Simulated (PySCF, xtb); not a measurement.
C₃H₅ClOSi, SMILES C=C=C(Cl)[SiH2]O. Other conformers were not sampled.

Harmonic wavenumbers (cm⁻¹) from GFN2-xTB run with xtb at its own minimum, in rising order: 44, 84, 153, 193, 210, 254, 320, 470, 483, 530, 578, 588, 728, 765, 782, 816, 875, 910, 954, 1237, 1417, 2046, 2254, 2345, 3070, 3078, 3670.

What does PBE-D3(BJ)/def2-SVP (PySCF) give at its own minimum? (An estimate is asked for; the answer gives what the named calculation found.)

60, 77, 158, 179, 202, 271, 368, 476, 499, 584, 625, 695, 800, 825, 834, 880, 898, 933, 950, 1184, 1391, 1997, 2154, 2210, 3049, 3134, 3762. Paired by order, the mean absolute difference is 43 cm⁻¹ and the zero-point energies are 41.2 and 41.7 kcal/mol.
